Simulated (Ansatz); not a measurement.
```yaml
crystal:
  periodic: [false, false, false]
  atoms:
    - {symbol: C, position_ang: [-0.665100, 1.844198, -0.401002]}
    - {symbol: Si, position_ang: [-0.546065, 0.068372, 0.197139]}
    - {symbol: C, position_ang: [1.297853, -0.366921, 0.564379]}
    - {symbol: Te, position_ang: [-1.258391, -1.763739, -1.824924]}
    - {symbol: H, position_ang: [-0.310997, 1.623553, -1.478124]}
    - {symbol: H, position_ang: [-0.437401, 2.439271, 0.481738]}
    - {symbol: H, position_ang: [-1.814070, 1.411937, -0.421558]}
    - {symbol: H, position_ang: [-1.235853, -0.373204, 1.381137]}
    - {symbol: H, position_ang: [1.944573, -0.258870, -0.042756]}
    - {symbol: H, position_ang: [1.708205, 0.450777, 1.559166]}
    - {symbol: H, position_ang: [1.507109, -1.449299, 1.052464]}
    - {symbol: H, position_ang: [-0.684237, -3.227758, -0.694121]}
basis:
  gaussian: {orbitals: def2-SVPD, final_grid: {core_spheres: 5, valence_spheres: 4, degree: 11}}
hamiltonian: {xc: {name: HF}}
correlation: {method: rpa, electrons: outside_noble_gas}
```

```sh
$ ansatz run in.yaml --threads 4 --pin off --events-out ev --progress --plain --max-ram 10444MiB
```

Shortened log:

```
Functional definition: HF
  name "HF"
  cite "Fock, Z. Phys. 61, 126 (1930) doi:10.1007/BF01340294"
  parent pbe
  exchange = exact_x
  correlation = 0
1713 factors; integrals over basis functions are off by at most 1.1e-3 eV
mean field evaluation 1: about -17304.6382 eV, gradient 2.8e1 eV
mean field evaluation 2: about -17304.7297 eV, gradient 2.8e1 eV
mean field evaluation 4: about -17307.4852 eV, gradient 3.0e0 eV
mean field evaluation 8: about -17307.5328 eV, gradient 1.7e-1 eV
mean field -17307.53300371 eV, -636.0401064193 hartree, gradient 3.4e-6 eV, S^2 0.000000; 0 other end points of the search recorded, 0 dependent functions left out
16 core orbitals not correlated: weight in the atoms' cores, before any rotation towards them, 1.000 or more for the frozen orbitals, at most 0.000 for the correlated occupied ones
reference -17307.53300371 eV, -636.0401064193 hartree; 13, 13 occupied and 134, 134 virtual orbitals, 1713 factors
Total energy: -17325.16904102 eV, -636.6882188361 hartree
```

It took 3.2 s on 4 threads of an Arm Neoverse V1 on a shared host, with 0.51 GiB of host memory at the peak.
